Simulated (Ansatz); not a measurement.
Relaxation of H₆O₄Sn (11 atoms, charge 0, multiplicity 1), to a largest force component of 0.03 eV/Å in at most 50 steps.

Method: RKS BLYP-D4/def2-SVP in Ansatz.

```xyz
11
Properties=species:S:1:pos:R:3
Sn -0.458 -0.188 0.046
O 0.717 0.170 1.672
O 0.492 -1.529 -1.105
O -2.237 -1.020 0.461
O -0.865 1.594 -0.777
H 2.120 0.908 0.042
H 2.213 0.996 -0.652
H 1.095 -0.688 1.963
H -0.181 -2.048 -1.594
H -2.856 -0.318 0.754
H -0.040 2.123 -0.811
```

Q: Where does it end, and by what steps?

A: It converged. After 13 steps the energy has fallen by 0.150 eV; H7 moved furthest, 1.24 Å.

```csv
step,energy less start (eV),largest force component (eV/Å),accepted
0,0.0000,2.565,yes
1,-0.1089,0.078,yes
2,-0.1213,0.083,yes
3,-0.1250,0.224,yes
4,-0.1294,0.228,yes
5,-0.1348,0.303,yes
6,-0.1381,0.254,yes
7,-0.1424,0.194,yes
8,-0.1460,0.122,yes
9,-0.1484,0.102,yes
10,-0.1494,0.098,yes
11,-0.1500,0.086,yes
12,-0.1504,0.035,yes
13,-0.1505,0.012,yes
```

```xyz
11
Properties=species:S:1:pos:R:3
Sn -0.560 -0.404 -0.015
O 0.849 -0.124 1.398
O 0.082 -1.995 -1.055
O -2.403 -0.841 0.646
O -0.712 1.337 -1.000
H 2.212 1.531 0.321
H 2.569 2.055 -0.116
H 1.341 -0.962 1.529
H -0.665 -2.372 -1.567
H -2.878 -0.002 0.827
H 0.164 1.778 -0.967
```

Whether the end is a true minimum wasn't checked by a vibrational analysis.

The run took 34 s on 2 threads of Intel(R) Xeon(R) Platinum 8488C (Sapphire Rapids), with other jobs on the host, peak memory 0.18 GiB.
